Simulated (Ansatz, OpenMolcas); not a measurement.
## C2H8GaN: a line through the functionals

C2H8GaN has 12 atoms, charge 0, and is taken as a singlet. SMILES: `[CH3][Ga]([CH3])[NH2]`. The coordinates come from a PBE0-D4/def2-TZVP relaxation.

The HOMO–LUMO gap y, in eV, basis cc-pVDZ; a is the functional's share of exact exchange. Programs: Ansatz 0.2.0, OpenMolcas 26.06.

| functional | program | a | y (eV) |
| --- | --- | --- | --- |
| BLYP | Ansatz | 0 | 4.92 |
| PBE | Ansatz | 0 | 4.99 |
| B3LYP | Ansatz | 0.2 | ? |
| PBE0 | Ansatz | 0.25 | 7.14 |
| BHLYP | OpenMolcas | 0.5 | 9.18 |

Problem. Fit y = c + s·a to the known rows and predict B3LYP.

Solution. 
1. Means of the 4 rows: a = 0.1875, y = 6.558.
2. Σ(Δa)² = 0.17188, Σ(Δa·Δy) = 1.4569, so the slope is 1.4569/0.17188 = 8.4763.
3. Intercept: 6.558 − (8.4763) × 0.1875 = 4.969. The largest residual of the fit is 0.053.
4. B3LYP: 4.969 + (8.4763) × 0.2 = 6.66 eV.

The run gave 6.63 eV, so the prediction is off by +0.03 eV, within the largest residual. Exact exchange lowers occupied levels and raises empty ones. The rows mix families of semi-local functionals, which the line can't see.
